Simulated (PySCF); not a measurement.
**Shapes and spin states of CoO(OH)**

All numbers come from PySCF, PBE0, basis Co def2-SVP, O def2-SVP, H def2-SVP (no relativity, density fitting).

Relaxations began from a few typed shapes and spin states; open shells are unrestricted. The search is not exhaustive: other isomers or separated fragments can lie lower, and high-lying points may rest on an excited occupation.

```csv
spin,group,bonds,angles,imaginary modes (cm⁻¹),ΔE (kJ/mol),ΔE with ZPE (kJ/mol)
quintet,Cs,"Co–O 1.612 Å, Co–O 1.758 Å, O–H 0.958 Å","Co–O–H 134.0°, O–Co–O 179.0°",none,0.0,0.0
broken-symmetry Ms = 1 (⟨S²⟩ 2.81),Cs,"Co–O 1.709 Å, Co–O 1.740 Å, O–H 0.957 Å","Co–O–H 150.4°, O–Co–O 176.7°",none,48.0,46.3
"singlet (closed shell, unstable to spin polarisation)",Cs,"Co–O 1.543 Å, Co–O 1.664 Å, O–H 0.962 Å","Co–O–H 142.8°, O–Co–O 150.2°",none,150.6,154.9
```

The lowest minimum found is the quintet Cs: Co–O 1.612 Å, Co–O 1.758 Å, O–H 0.958 Å; Co–O–H 134.0°, O–Co–O 179.0°.

For the lowest minimum: the spin densities have lower symmetry than the nuclear frame. Other spin states or occupations of the open shell can lie lower.
